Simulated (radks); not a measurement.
Results of a calculation; reference values are marked as such.
Charge is removed step by step from the 5p down level of Ir, starting from [Kr] 4d10 4f14 5s2 5p(up 3, down 3) 5d7 6s2. Level of theory: scalar-relativistic Kohn-Sham, PBE, spin-polarised, spherical densities, point nucleus; open shells are filled with parallel spins first (spin-orbit coupling, left out, can overturn this in heavy ions) (a radial shooting solver on a logarithmic mesh with Libxc functionals).

removed (e)	E - E(0) (eV)	eigenvalue (eV)	E minus straight line (eV)
0	0.000	-53.703	0.000
0.25	13.766	-56.578	-1.137
0.5	28.269	-59.595	-1.538
0.75	43.541	-62.737	-1.168
1	59.613	-65.990	0.000

Removing the whole electron costs 59.613 eV by Delta-SCF, against 53.703 eV from minus the eigenvalue at the starting occupation. Slater's transition state (half an electron removed) gives 59.595 eV. Integrating minus the eigenvalue over the occupation (Janak's theorem) gives 59.679 eV. In this scalar-relativistic scheme the density is built from large components alone, so the theorem holds only approximately. The mean slope of the eigenvalue, de/dn, is 12.3 eV per electron.
